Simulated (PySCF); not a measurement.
NMR data simulated for an unnamed compound:

1H NMR (300 MHz, computed): δ 3.06 (qd, J = 7.8, 3.8 Hz, 2H), 1.63 (t, J = 3.8 Hz, 1H).

13C{1H} NMR (computed): δ 134.2 (C, q, J = 346.5 Hz), 80.6 (CH), 78.2 (C, q, J = 3.6 Hz), 29.0 (CH2, q, J = 32.8 Hz).

PySCF 2.14.0 with density-fitted response routines calculation with structure optimised with GFN2-xTB, shieldings: GIAO PBE0/pcSseg-1 and B3LYP/pcJ-1 coupling constants (spin–dipole term only in couplings to heteroatoms); one averaged value for each set of equivalent atoms, non-relativistic Hamiltonian, a single conformation, in vacuum.

Referencing at the same level of theory: 1H (σref 31.72), 13C (σref 186.93) vs TMS.

Question: Which of these does the molecule contain: a Si–CH3 group, a methoxy group, a heteroaromatic ring, a C≡C triple bond, a CF3 group?

Answer: 
- A Si–CH3 group: no.
- A methoxy group: no.
- A heteroaromatic ring: no.
- A C≡C triple bond: yes (δC 80.6, 78.2; δH 1.63 (t)).
- A CF3 group: yes (δC 134.2).

The data belong to SMILES C#CCC(F)(F)F, C4H3F3; they needn't prove each group on their own.

Carbon signals by region: 1 in the sp2 and nitrile region (100–160 ppm), 2 at 50–100 ppm, 1 below 50 ppm.

C–F couplings over four or more bonds (about 3 Hz to the para carbon of a fluoroarene) are left out. Common functionals overestimate the size of one-bond C–F couplings by tens of Hz; these are unscaled. Multiplet labels drop couplings under 1 Hz and merge nearly equal ones. Shifts are as computed. Against solution values, carbons near 30 ppm lie about +3 ppm off and those near 130 ppm about +5 ppm. Of 1211 compounds with measured shifts, 218 miss one by over three times the rms of a fit or turn the order of signals round; such compounds aren't used in these exercises.
